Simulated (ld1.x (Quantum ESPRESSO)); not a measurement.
# Pseudopotential generation for selenium: PAW, BLYP, fully relativistic.

| Property | Result |
| --- | --- |
| Element | Se |
| Generator | ld1.x (Quantum ESPRESSO) 7.5 |
| Type | PAW |
| Functional | BLYP |
| Relativity | fully relativistic |
| Frozen core | [Ar] 3d10 |
| Valence charge | 6 |
| Reference configuration | 4s2 4p4 |
| Partial waves | 4s (bound): rcut 1.30, rcutus 1.50 bohr; 4s channel at -0.65 Ry: rcut 1.30, rcutus 1.50 bohr; 4p (bound): rcut 1.65, rcutus 1.85 bohr; 4p channel at 2.5 Ry: rcut 1.65, rcutus 1.85 bohr; 4d channel at 0.35 Ry: rcut 1.30, rcutus 1.75 bohr |
| Local potential | all-electron potential smoothed inside 1.75 bohr (lloc = -2) |
| Core correction | Bessel-smoothed model core inside 1.30 bohr |
| Augmentation charge | PSQ, inside the norm-conserving radii |

Open shells are filled in proportion to 2j + 1 (rel_dist='average').

All-electron outer shells of the reference configuration (BLYP, scalar-relativistic, ld1.x):

```tsv
shell	level (eV)	outermost node (bohr)	outermost maximum (bohr)
3p	-152.73	0.21	0.50
3d	-53.00	–	0.45
4s	-17.19	0.70	1.51
4p	-6.37	0.74	1.80
```

Calculated quality:

* Largest excitation error: -96 meV (all-electron minus pseudo) for 4s2 4p1, out of 7 test configurations
* Density cutoff estimated by the generator: 225 Ry

The ghost test of this file was not conclusive.

Generation and tests took about 2 s on one core of a shared server CPU.
